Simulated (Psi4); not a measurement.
C₅H₁₂N (SMILES [CH2]N(CC)CC), doublet, at a GFN2-xTB geometry; SVWN/6-311+G(2d,p) in Psi4.

Input for Psi4:
```
memory 2 GB

molecule mol {
0 2
C    -0.155513   -0.245603   -1.754671
N     0.063062    0.086096   -0.427851
C     1.006373   -0.676261    0.349592
C     2.232117    0.168519    0.710246
C    -0.983138    0.773453    0.281372
C    -2.181430   -0.123759    0.613719
H    -0.756860    0.445792   -2.316716
H     0.656089   -0.732823   -2.261878
H     1.326396   -1.546326   -0.228762
H     0.534305   -1.037656    1.270763
H     2.722957    0.516495   -0.194941
H     1.939249    1.035994    1.296941
H     2.938231   -0.421234    1.289154
H    -0.563285    1.185263    1.203725
H    -1.325327    1.606649   -0.339873
H    -2.587906   -0.542299   -0.303326
H    -1.881023   -0.942822    1.263193
H    -2.954714    0.452201    1.115126
}

set {
  basis 6-311+g(2d,p)
  reference uks
}

energy('svwn')
print_variables()
```

The log (banner, timings and long lists left out):

```
   => Loading Basis Set <=

    Name: 6-311+G(2D,P)
    Role: ORBITAL
    Keyword: BASIS

         ---------------------------------------------------------
                                   SCF
               by Justin Turney, Rob Parrish, Andy Simmonett
                          and Daniel G. A. Smith
                              UKS Reference
         ---------------------------------------------------------

  ==> Geometry <==

    Molecular point group: c1
    Full point group: C1

    Geometry (in Angstrom), charge = 0, multiplicity = 2:

       Center              X                  Y                   Z               Mass
    ------------   -----------------  -----------------  -----------------  -----------------
         C           -0.154960812545    -0.245384422820    -1.733988580336    12.000000000000
         N            0.063614187455     0.086314577180    -0.407168580336    14.003074004430
         C            1.006925187455    -0.676042422820     0.370274419664    12.000000000000
         C            2.232669187455     0.168737577180     0.730928419664    12.000000000000
         C           -0.982585812545     0.773671577180     0.302054419664    12.000000000000
         C           -2.180877812545    -0.123540422820     0.634401419664    12.000000000000
         H           -0.756307812545     0.446010577180    -2.296033580336     1.007825032230
         H            0.656641187455    -0.732604422820    -2.241195580336     1.007825032230
         H            1.326948187455    -1.546107422820    -0.208079580336     1.007825032230
         H            0.534857187455    -1.037437422820     1.291445419664     1.007825032230
         H            2.723509187455     0.516713577180    -0.174258580336     1.007825032230
         H            1.939801187455     1.036212577180     1.317623419664     1.007825032230
         H            2.938783187455    -0.421015422820     1.309836419664     1.007825032230
         H           -0.562732812545     1.185481577180     1.224407419664     1.007825032230
         H           -1.324774812545     1.606867577180    -0.319190580336     1.007825032230
         H           -2.587353812545    -0.542080422820    -0.282643580336     1.007825032230
         H           -1.880470812545    -0.942603422820     1.283875419664     1.007825032230
         H           -2.954161812545     0.452419577180     1.135808419664     1.007825032230

  Running in c1 symmetry.

  Rotational constants: A =      0.17460  B =      0.08022  C =      0.06497 [cm^-1]
  Rotational constants: A =   5234.42749  B =   2404.86059  C =   1947.83388 [MHz]
  Nuclear repulsion =  254.855159763388912

  Charge       = 0
  Multiplicity = 2
  Electrons    = 49
  Nalpha       = 25
  Nbeta        = 24

  ==> Algorithm <==

  SCF Algorithm Type is DF.
  DIIS enabled.
  MOM disabled.
  Fractional occupation disabled.
  Guess Type is SAD.
  Energy threshold   = 1.00e-06
  Density threshold  = 1.00e-06
  Integral threshold = 1.00e-12

  ==> Primary Basis <==

  Basis Set: 6-311+G(2D,P)
    Blend: 6-311+G(2D,P)
    Number of shells: 114
    Number of basis functions: 234
    Number of Cartesian functions: 246
    Spherical Harmonics?: true
    Max angular momentum: 2

  ==> DFT Potential <==

   => LibXC <=

    Version 7.1.2
    S. Lehtola, C. Steigemann, M. J. T. Oliveira, and M. A. L. Marques,  SoftwareX 7, 1–5 (2018) (10.1016/j.softx.2017.11.002)

   => Composite Functional: SVWN <=

    Slater exchange
    Vosko, Wilk & Nusair (VWN5_RPA)
    P. A. M. Dirac,  Math. Proc. Cambridge Philos. Soc. 26, 376 (1930) (10.1017/S0305004100016108)
    F. Bloch,  Z. Phys. 57, 545 (1929) (10.1007/BF01340281)
    S. H. Vosko, L. Wilk, and M. Nusair,  Can. J. Phys. 58, 1200 (1980) (10.1139/p80-159)

    Deriv               =              1
    GGA                 =          FALSE
    Meta                =          FALSE

    Exchange Hybrid     =          FALSE
    MP2 Hybrid          =          FALSE

[...]

  ==> Pre-Iterations <==

  SCF Guess: Superposition of Atomic Densities via on-the-fly atomic UHF (no occupation information).

   -------------------------
    Irrep   Nso     Nmo
   -------------------------
     A        234     234
   -------------------------
    Total     234     234
   -------------------------

  ==> Iterations <==

                           Total Energy        Delta E     RMS |[F,P]|

   @DF-UKS iter SAD:  -250.46917540579921   -2.50469e+02   0.00000e+00
   @DF-UKS iter   1:  -249.98787412065295    4.81301e-01   6.32884e-03 ADIIS/DIIS
   @DF-UKS iter   2:  -246.48217194948751    3.50570e+00   1.18473e-02 ADIIS/DIIS
   @DF-UKS iter   3:  -250.94762695358372   -4.46546e+00   2.78278e-03 ADIIS/DIIS
   @DF-UKS iter   4:  -251.06886371119634   -1.21237e-01   1.66982e-03 ADIIS/DIIS
   @DF-UKS iter   5:  -251.12848681011451   -5.96231e-02   4.27654e-04 ADIIS/DIIS
   @DF-UKS iter   6:  -251.13277992136278   -4.29311e-03   1.81093e-04 ADIIS/DIIS
   @DF-UKS iter   7:  -251.13367786766665   -8.97946e-04   3.00880e-05 DIIS
   @DF-UKS iter   8:  -251.13369989356215   -2.20259e-05   1.19633e-05 DIIS
   @DF-UKS iter   9:  -251.13370333793330   -3.44437e-06   2.72900e-06 DIIS
   @DF-UKS iter  10:  -251.13370351504062   -1.77107e-07   7.26832e-07 DIIS
  Energy and wave function converged.

  ==> Post-Iterations <==

   Electrons on quadrature grid:
      Nalpha   =   25.0000432267 ; deviation = 4.323e-05
      Nbeta    =   24.0000418636 ; deviation = 4.186e-05
      Ntotal   =   49.0000850903 ; deviation = 8.509e-05

   @Spin Contamination Metric:   1.512245691E-03
   @S^2 Expected:                7.500000000E-01
   @S^2 Observed:                7.515122457E-01
   @S   Expected:                5.000000000E-01
   @S   Observed:                5.000000000E-01

    Orbital Energies [Eh]
    ---------------------

    Alpha Occupied:

[...]
      25A     -0.118320

    Alpha Virtual:

[...]
    Beta Occupied:

[...]
    Beta Virtual:

[...]
    Final Occupation by Irrep:
              A
    DOCC [    24 ]
    SOCC [     1 ]
    NA   [    25 ]
    NB   [    24 ]

  @DF-UKS Final Energy:  -251.13370351504062

   => Energetics <=

    Nuclear Repulsion Energy =            254.8551597633889116
    One-Electron Energy =                -843.3987497095022263
    Two-Electron Energy =                 374.4469719821902345
    DFT Exchange-Correlation Energy =     -37.0370855511175066
    Empirical Dispersion Energy =           0.0000000000000000
    VV10 Nonlocal Energy =                  0.0000000000000000
    Total Energy =                       -251.1337035150406223

  UHF NO Occupations:
  HONO-2 :   23  A 1.9998682
  HONO-1 :   24  A 1.9995707
  HONO-0 :   25  A 1.0000000
  LUNO+0 :   26  A 0.0004293
  LUNO+1 :   27  A 0.0001318
  LUNO+2 :   28  A 0.0000829
  LUNO+3 :   29  A 0.0000556

Computation Completed

Properties will be evaluated at   0.000000,   0.000000,   0.000000 [a0]

Properties computed using the SCF density matrix

 Multipole Moments:

 ------------------------------------------------------------------------------------
     Multipole            Electronic (a.u.)      Nuclear  (a.u.)        Total (a.u.)
 ------------------------------------------------------------------------------------

 L = 1.  Multiply by 2.5417464519 to convert [e a0] to [Debye]
 Dipole X            :          0.0816277            0.0511307            0.1327583
 Dipole Y            :          0.1814209            0.0202395            0.2016604
 Dipole Z            :         -1.3260830            1.9151157            0.5890327
 Magnitude           :                                                    0.6365934

 ------------------------------------------------------------------------------------

  Variable Map:
  ----------------------------------------------------------------------------
[...]
  Array Variable Map:
  ----------------------------------------------------------------------------
[...]
[...]
```
